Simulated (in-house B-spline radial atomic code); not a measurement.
## The thulium ion Tm⁵⁺: [Kr] 4d10 4f11 5s2 5p4 7d1 (an excited or competing configuration)

Method: Dirac-Hartree-Fock, average of configuration, Fermi nucleus of rms radius 5.2256 fm. Calculated with a radial B-spline atomic code at the basis-set limit.

Effective charges: Z_r = [3n² - l(l+1)]/(2<r>) from the radius, Z_e = n√(-2ε) from the energy, and Slater's rules. Values are occupation-weighted means over j. An effective charge above Z reflects the relativistic contraction of the inner shells.

| shell | electrons | ε (eV) | <r> (bohr) | Z_r | Z_e | Slater |
| --- | --- | --- | --- | --- | --- | --- |
| 1s | 2 | -59837 | 0.02001 | 74.97 | 66.32 | 68.70 |
| 2s | 2 | -10296 | 0.08424 | 71.23 | 55.02 | 64.85 |
| 2p | 6 | -9139.1 | 0.07506 | 66.61 | 51.83 | 64.85 |
| 3s | 2 | -2438.6 | 0.2199 | 61.40 | 40.16 | 57.75 |
| 3p | 6 | -2077.6 | 0.2191 | 57.05 | 37.07 | 57.75 |
| 3d | 10 | -1609.6 | 0.1998 | 52.55 | 32.63 | 47.85 |
| 4s | 2 | -578.47 | 0.4972 | 48.27 | 26.08 | 41.25 |
| 4p | 6 | -456.04 | 0.5264 | 43.70 | 23.16 | 41.25 |
| 4d | 10 | -285.51 | 0.5684 | 36.94 | 18.32 | 29.85 |
| 5s | 2 | -139.08 | 1.171 | 32.03 | 15.99 | 14.60 |
| 5p | 4 | -106.54 | 1.315 | 27.76 | 13.99 | 14.60 |
| 4f | 11 | -100.54 | 0.6826 | 26.37 | 10.87 | 19.50 |
| 7d | 1 | -19.121 | 6 | 11.75 | 8.30 | 6.00 |

The least bound orbital is 7d5/2 at -19.07 eV, and it is also the most diffuse (<r> = 6.017 bohr).

Spin-orbit splittings of the orbital energies (j = l + 1/2 above j = l - 1/2 when positive): 2p 982.5 eV, 3p 211.1 eV, 3d 45.6 eV, 4p 48.32 eV, 4d 8.992 eV, 5p 7.649 eV, 4f 1.414 eV, 7d 0.1274 eV.

For the 1s electron the small component carries 6.69 % of the norm, the zero-frequency Breit interaction raises the level by 193 eV, self-energy by 118 eV, and vacuum polarisation lowers it by 20.72 eV.
